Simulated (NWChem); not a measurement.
System: disilylmethane (CH$_{8}$Si$_{2}$); SMILES C([SiH3])[SiH3]

NWChem input:

```
start job
memory heap 200 mb stack 900 mb global 1100 mb
geometry units angstroms noautosym nocenter noautoz
  Si    -1.595022     0.001000     0.172322
  C      0.000000     0.000000    -0.828870
  Si     1.595022    -0.001000     0.172322
  H     -2.788222     0.004700    -0.729497
  H     -1.665263    -1.212625     1.043129
  H     -1.661276     1.212201     1.046881
  H      0.000479     0.885498    -1.487984
  H     -0.000479    -0.885498    -1.487984
  H      1.661276    -1.212201     1.046881
  H      1.665263     1.212625     1.043129
  H      2.788222    -0.004700    -0.729497
end
basis spherical
  Si library def2-svp
  C library def2-svp
  H library def2-svp
end
dft
  xc becke88 lyp
  iterations 150
end
task dft gradient
```

NWChem printed, in part:

```
             Northwest Computational Chemistry Package (NWChem) 7.3.0
             --------------------------------------------------------

                             Geometry "geometry" -> ""
                             -------------------------

 Output coordinates in angstroms (scale by  1.889725989 to convert to a.u.)

  No.       Tag          Charge          X              Y              Z
 ---- ---------------- ---------- -------------- -------------- --------------
    1 Si                  14.0000    -1.59502200     0.00100000     0.17232200
    2 C                    6.0000     0.00000000     0.00000000    -0.82887000
    3 Si                  14.0000     1.59502200    -0.00100000     0.17232200
    4 H                    1.0000    -2.78822200     0.00470000    -0.72949700
    5 H                    1.0000    -1.66526300    -1.21262500     1.04312900
    6 H                    1.0000    -1.66127600     1.21220100     1.04688100
    7 H                    1.0000     0.00047900     0.88549800    -1.48798400
    8 H                    1.0000    -0.00047900    -0.88549800    -1.48798400
    9 H                    1.0000     1.66127600    -1.21220100     1.04688100
   10 H                    1.0000     1.66526300     1.21262500     1.04312900
   11 H                    1.0000     2.78822200    -0.00470000    -0.72949700

 Effective nuclear repulsion energy (a.u.)     150.3028782148

                                 NWChem DFT Module
                                 -----------------

 Summary of "ao basis" -> "ao basis" (spherical)
 ------------------------------------------------------------------------------
       Tag                 Description            Shells   Functions and Types
 ---------------- ------------------------------  ------  ---------------------
 Si                         def2-svp                 8       18   4s3p1d
 C                          def2-svp                 6       14   3s2p1d
 H                          def2-svp                 3        5   2s1p

            General Information
            -------------------
          SCF calculation type: DFT
          Wavefunction type:  closed shell.
          No. of atoms     :    11
          No. of electrons :    42
           Alpha electrons :    21
            Beta electrons :    21
          Charge           :     0
          Spin multiplicity:     1
          Use of symmetry is: off; symmetry adaption is: off
          Maximum number of iterations: 150
          AO basis - number of functions:    90
                     number of shells:    46
          Convergence on energy requested:  1.00D-06
          Convergence on density requested:  1.00D-05
          Convergence on gradient requested:  5.00D-04

              XC Information
              --------------
                    Becke 1988 Exchange Functional  1.000
              Lee-Yang-Parr Correlation Functional  1.000

             Grid Information
             ----------------
          Grid used for XC integration:  medium
          Radial quadrature: Mura-Knowles
          Angular quadrature: Lebedev.
          Tag              B.-S. Rad. Rad. Pts. Rad. Cut. Ang. Pts.
          ---              ---------- --------- --------- ---------
          Si                  1.10       88          11.0       590
          C                   0.70       49           8.0       434
          H                   0.35       45          13.0       434
          Grid pruning is: on
          Number of quadrature shells:   585
          Spatial weights used:  Erf1

      Superposition of Atomic Density Guess
      -------------------------------------

 Sum of atomic energies:        -619.09613126

      Non-variational initial energy
      ------------------------------

 Total energy =    -620.459836
 1-e energy   =   -1154.024692
 2-e energy   =     383.261977
 HOMO         =      -0.363534
 LUMO         =       0.055075

   convergence    iter        energy       DeltaE   RMS-Dens  Diis-err
 ---------------- ----- ----------------- --------- --------- ---------
 d= 0,ls=0.0,diis     1   -621.5955559802 -7.72D+02  6.71D-03  2.56D-01
 d= 0,ls=0.0,diis     2   -621.6177439588 -2.22D-02  3.38D-03  4.06D-02
 d= 0,ls=0.0,diis     3   -621.6185865382 -8.43D-04  1.71D-03  4.26D-02
 d= 0,ls=0.0,diis     4   -621.6243742336 -5.79D-03  4.47D-04  1.07D-03
 d= 0,ls=0.0,diis     5   -621.6245530002 -1.79D-04  7.52D-05  3.84D-05
  Resetting Diis
 d= 0,ls=0.0,diis     6   -621.6245592423 -6.24D-06  1.33D-05  1.23D-06
 d= 0,ls=0.0,diis     7   -621.6245594687 -2.26D-07  3.72D-06  2.30D-08

         Total DFT energy =     -621.624559468696
      One electron energy =    -1156.928643483517
           Coulomb energy =      435.130325275861
    Exchange-Corr. energy =      -50.129119475836
 Nuclear repulsion energy =      150.302878214796

 Numeric. integr. density =       42.000020520024

                       DFT Final Molecular Orbital Analysis
                       ------------------------------------

 Vector   19  Occ=2.000000D+00  E=-2.922584D-01
              MO Center=  1.5D-08,  5.0D-08,  5.3D-01, r^2= 4.9D+00
   Bfn.  Coefficient  Atom+Function         Bfn.  Coefficient  Atom+Function
  ----- ------------  ---------------      ----- ------------  ---------------
    56      0.222450   5 H  s                61     -0.222087   6 H  s
    76      0.222087   9 H  s                81     -0.222450  10 H  s
     9     -0.180571   1 Si py               41     -0.180571   3 Si py
    23      0.174726   2 C  py               66      0.150184   7 H  s
    71     -0.150184   8 H  s                57      0.138463   5 H  s

 Vector   20  Occ=2.000000D+00  E=-2.815824D-01
              MO Center=  2.2D-07, -5.7D-08, -1.0D-02, r^2= 4.9D+00
   Bfn.  Coefficient  Atom+Function         Bfn.  Coefficient  Atom+Function
  ----- ------------  ---------------      ----- ------------  ---------------
    24      0.297712   2 C  pz               10     -0.183926   1 Si pz
    42     -0.183926   3 Si pz               51      0.167430   4 H  s
    86      0.167431  11 H  s                61     -0.154509   6 H  s
    76     -0.154509   9 H  s                56     -0.153151   5 H  s
    81     -0.153151  10 H  s                27      0.147251   2 C  pz

 Vector   21  Occ=2.000000D+00  E=-2.708822D-01
              MO Center= -2.2D-07,  1.6D-09, -5.2D-01, r^2= 4.7D+00
   Bfn.  Coefficient  Atom+Function         Bfn.  Coefficient  Atom+Function
  ----- ------------  ---------------      ----- ------------  ---------------
    22      0.376600   2 C  px               51      0.236540   4 H  s
    86     -0.236540  11 H  s                 8     -0.217755   1 Si px
    40     -0.217755   3 Si px               25      0.198449   2 C  px
    11     -0.168776   1 Si px               43     -0.168776   3 Si px
    52      0.149795   4 H  s                87     -0.149795  11 H  s

 Vector   22  Occ=0.000000D+00  E= 9.537957D-04
              MO Center= -9.0D-08, -5.6D-09, -1.2D-01, r^2= 6.5D+00
   Bfn.  Coefficient  Atom+Function         Bfn.  Coefficient  Atom+Function
  ----- ------------  ---------------      ----- ------------  ---------------
    21      1.992449   2 C  s                11     -0.739189   1 Si px
    43      0.739189   3 Si px               67     -0.537068   7 H  s
    72     -0.537068   8 H  s                13      0.465109   1 Si pz
    45      0.465109   3 Si pz               52     -0.224214   4 H  s
    87     -0.224214  11 H  s                57     -0.207736   5 H  s

 Vector   23  Occ=0.000000D+00  E= 1.748681D-02
              MO Center= -5.6D-08,  2.4D-08,  7.8D-02, r^2= 6.2D+00
   Bfn.  Coefficient  Atom+Function         Bfn.  Coefficient  Atom+Function
  ----- ------------  ---------------      ----- ------------  ---------------
    52      0.867159   4 H  s                87      0.867159  11 H  s
    13      0.812934   1 Si pz               45      0.812934   3 Si pz
    11      0.413431   1 Si px               43     -0.413431   3 Si px
    57     -0.276373   5 H  s                62     -0.276583   6 H  s
    77     -0.276583   9 H  s                82     -0.276373  10 H  s

 Vector   24  Occ=0.000000D+00  E= 3.711397D-02
              MO Center= -1.2D-07,  1.0D-09,  5.9D-02, r^2= 6.3D+00
   Bfn.  Coefficient  Atom+Function         Bfn.  Coefficient  Atom+Function
  ----- ------------  ---------------      ----- ------------  ---------------
    12      1.076427   1 Si py               44     -1.076427   3 Si py
    57      0.739365   5 H  s                62     -0.736053   6 H  s
    77     -0.736053   9 H  s                82      0.739365  10 H  s
     9      0.162477   1 Si py               41     -0.162477   3 Si py
    56      0.134894   5 H  s                61     -0.134565   6 H  s

     Multipole analysis of the density
     ---------------------------------

[...]

                         DFT ENERGY GRADIENTS

    atom               coordinates                        gradient
                 x          y          z           x          y          z
   1 Si     -3.014155   0.001890   0.325641    0.004645  -0.000029  -0.002150
   2 C       0.000000   0.000000  -1.566337    0.000000   0.000000   0.000537
   3 Si      3.014155  -0.001890   0.325641   -0.004645   0.000029  -0.002150
   4 H      -5.268976   0.008882  -1.378549    0.001979   0.000008   0.001270
   5 H      -3.146891  -2.291529   1.971228    0.000256   0.001723  -0.001262
   6 H      -3.139356   2.290728   1.978318    0.000246  -0.001710  -0.001269
   7 H       0.000905   1.673349  -2.811882   -0.000009  -0.003711   0.003142
   8 H      -0.000905  -1.673349  -2.811882    0.000009   0.003711   0.003142
   9 H       3.139356  -2.290728   1.978318   -0.000246   0.001710  -0.001269
  10 H       3.146891   2.291529   1.971228   -0.000256  -0.001723  -0.001262
  11 H       5.268976  -0.008882  -1.378549   -0.001979  -0.000008   0.001270
```

Level: BLYP/def2-SVP. The geometry was optimised at PBE0/def2-SVP.
